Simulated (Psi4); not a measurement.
C₅H₅Br, singlet, at a GFN2-xTB geometry; Psi4 with PBE0/6-31G.

Input for Psi4:
```
memory 2 GB

molecule mol {
0 1
C     1.248371    2.383363    0.573642
C     0.502490    1.468483    0.349899
C    -0.301337    0.348048    0.077343
Br    0.697678   -1.264304   -0.286229
C    -1.632134    0.323720    0.053972
C    -2.485427    1.514053    0.320844
H     1.873937    3.201321    0.773133
H    -2.144724   -0.601144   -0.169004
H    -1.880620    2.391886    0.534053
H    -3.140930    1.316209    1.168836
H    -3.118179    1.716361   -0.543224
}

set {
  basis 6-31g
  reference rks
}

energy('pbe0')
print_variables()
```

Output, abridged:

```
   => Loading Basis Set <=

    Name: 6-31G
    Role: ORBITAL
    Keyword: BASIS

         ---------------------------------------------------------
                                   SCF
               by Justin Turney, Rob Parrish, Andy Simmonett
                          and Daniel G. A. Smith
                              RKS Reference
         ---------------------------------------------------------

  ==> Geometry <==

    Molecular point group: c1
    Full point group: C1

    Geometry (in Angstrom), charge = 0, multiplicity = 1:

       Center              X                  Y                   Z               Mass
    ------------   -----------------  -----------------  -----------------  -----------------
         C            1.147182669073     2.516995112710     0.603530836782    12.000000000000
         C            0.401301669073     1.602115112710     0.379787836782    12.000000000000
         C           -0.402525330927     0.481680112710     0.107231836782    12.000000000000
         BR           0.596489669073    -1.130671887290    -0.256340163218    78.918337600000
         C           -1.733322330927     0.457352112710     0.083860836782    12.000000000000
         C           -2.586615330927     1.647685112710     0.350732836782    12.000000000000
         H            1.772748669073     3.334953112710     0.803021836782     1.007825032230
         H           -2.245912330927    -0.467511887290    -0.139115163218     1.007825032230
         H           -1.981808330927     2.525518112710     0.563941836782     1.007825032230
         H           -3.242118330927     1.449841112710     1.198724836782     1.007825032230
         H           -3.219367330927     1.849993112710    -0.513335163218     1.007825032230

  Running in c1 symmetry.

  Rotational constants: A =      0.11447  B =      0.05012  C =      0.03508 [cm^-1]
  Rotational constants: A =   3431.74122  B =   1502.62437  C =   1051.81897 [MHz]
  Nuclear repulsion =  347.349617191960306

  Charge       = 0
  Multiplicity = 1
  Electrons    = 70
  Nalpha       = 35
  Nbeta        = 35

  ==> Algorithm <==

  SCF Algorithm Type is DF.
  DIIS enabled.
  MOM disabled.
  Fractional occupation disabled.
  Guess Type is SAD.
  Energy threshold   = 1.00e-06
  Density threshold  = 1.00e-06
  Integral threshold = 1.00e-12

  ==> Primary Basis <==

  Basis Set: 6-31G
    Blend: 6-31G
    Number of shells: 46
    Number of basis functions: 84
    Number of Cartesian functions: 84
[...]
   @DF-RKS iter   4: -2766.48560646432179   -1.32409e-02   4.71318e-04 DIIS/ADIIS
   @DF-RKS iter   5: -2766.48628406596708   -6.77602e-04   2.33958e-04 DIIS/ADIIS
   @DF-RKS iter   6: -2766.48645758691964   -1.73521e-04   8.29849e-05 DIIS
   @DF-RKS iter   7: -2766.48648299636352   -2.54094e-05   1.05467e-05 DIIS
   @DF-RKS iter   8: -2766.48648338786688   -3.91503e-07   2.02934e-06 DIIS
   @DF-RKS iter   9: -2766.48648340358750   -1.57206e-08   7.31660e-07 DIIS
  Energy and wave function converged.

  ==> Post-Iterations <==

   Electrons on quadrature grid:
      Ntotal   =   69.9999892292 ; deviation = -1.077e-05

    Orbital Energies [Eh]
    ---------------------

    Doubly Occupied:

[...]
    Virtual:

[...]
      84A     67.981344

    Final Occupation by Irrep:
              A
    DOCC [    35 ]
    NA   [    35 ]
    NB   [    35 ]

  @DF-RKS Final Energy: -2766.48648340358750

   => Energetics <=

    Nuclear Repulsion Energy =            347.3496171919603057
    One-Electron Energy =               -4532.4009600692897948
    Two-Electron Energy =                1509.0033257793122630
    DFT Exchange-Correlation Energy =     -90.4384663055704578
    Empirical Dispersion Energy =           0.0000000000000000
    VV10 Nonlocal Energy =                  0.0000000000000000
    Total Energy =                      -2766.4864834035874992

Computation Completed

Properties will be evaluated at   0.000000,   0.000000,   0.000000 [a0]

Properties computed using the SCF density matrix

 Multipole Moments:

 ------------------------------------------------------------------------------------
     Multipole            Electronic (a.u.)      Nuclear  (a.u.)        Total (a.u.)
 ------------------------------------------------------------------------------------

 L = 1.  Multiply by 2.5417464519 to convert [e a0] to [Debye]
 Dipole X            :         12.7670684          -13.3852914           -0.6182230
 Dipole Y            :        -17.0356064           17.6769572            0.6413508
 Dipole Z            :         -3.8119957            3.9536804            0.1416847
 Magnitude           :                                                    0.9020006

 ------------------------------------------------------------------------------------

  Variable Map:
  ----------------------------------------------------------------------------
[...]
  Array Variable Map:
  ----------------------------------------------------------------------------
[...]
[...]
```
